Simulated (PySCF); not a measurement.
# Working out the ionisation energy of Mo

Mo [Kr] 4d5 5s1 (7S) → Mo+ [Kr] 4d5 (6S). All numbers are calculated (PySCF 2.14, the spin-free X2C one-electron Hamiltonian (Gaussian nucleus), in ANO-RCC-VTZP). Frozen: [Ar] 3d10. Energies in hartree (1 hartree = 27.21139 eV):

| part | Mo (lower) | Mo+ (upper) |
| --- | --- | --- |
| UHF | -4046.076586 | -4045.846393 |
| CCSD correlation | -0.387721 | -0.361520 |
| (T) | -0.011310 | -0.009119 |

Question: What does Hartree-Fock give?

Answer: (-4045.846393) − (-4046.076586) = 0.230193 hartree = 6.264 eV.

Question: What do CCSD and CCSD(T) give?

Answer: The CCSD correlation energies differ by 0.026201 hartree = 0.713 eV and the triples by 0.002191 hartree = 0.060 eV, so CCSD gives 6.977 eV and CCSD(T) 7.037 eV.

Measured between the centres of the two terms (NIST): 7.092 eV, so CCSD(T) (valence and next inner shell) is off by -0.055 eV.

What remains against the reference includes basis incompleteness, the frozen core and higher excitations.
